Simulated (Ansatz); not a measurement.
```xyz
7

C    -0.6150    0.2053   -0.6688
Ga    0.5974   -0.1299    0.8208
F     1.7714   -1.4151    0.5190
H    -0.1821    0.9656   -1.3248
H    -0.7514   -0.7056   -1.2527
H    -1.5845    0.5698   -0.3264
H     0.7642    0.5100    2.2329
```

Total charge 0; spin multiplicity 1.

(1) List the ωB97M-V/def2-TZVPP orbital energies in eV (the Gaussian-basis code of Ansatz). (An estimate is asked.)

Answers

(1) Computed: Occupied: -10153.70, -1257.17, -1111.39, -1111.25, -1111.24, -675.77, -281.35, -154.60, -107.16, -106.86, -106.79, -33.83, -26.22, -26.14, -26.07, -25.97, -25.87, -22.12, -15.50, -14.11, -13.97, -13.16, -13.04, -12.53, -10.66. Lowest empty: 0.56, 1.90, 2.50, 4.01, 4.42, 4.53, 4.90, 6.47.
